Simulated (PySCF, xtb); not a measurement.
trans-(1R,2R)-1-chloro-2-fluorocyclopropane (C₃H₄ClF), SMILES F[C@@H]1C[C@H]1Cl.

Harmonic wavenumbers (cm⁻¹) from GFN2-xTB run with xtb 6.7.1 at its own minimum, in rising order: 219, 253, 359, 426, 689, 835, 906, 981, 993, 1035, 1052, 1067, 1137, 1190, 1227, 1354, 1432, 3056, 3064, 3099, 3120.

What does PBE-D3(BJ)/def2-SVP (PySCF) give at its own minimum? (The exact figures need the calculation; the answer reports its results.)

220, 254, 353, 426, 676, 794, 885, 941, 960, 1002, 1036, 1047, 1148, 1184, 1227, 1336, 1419, 3070, 3090, 3117, 3173. Paired by order, the mean absolute difference is 18 cm⁻¹ and the zero-point energies are 39.3 and 39.1 kcal/mol.
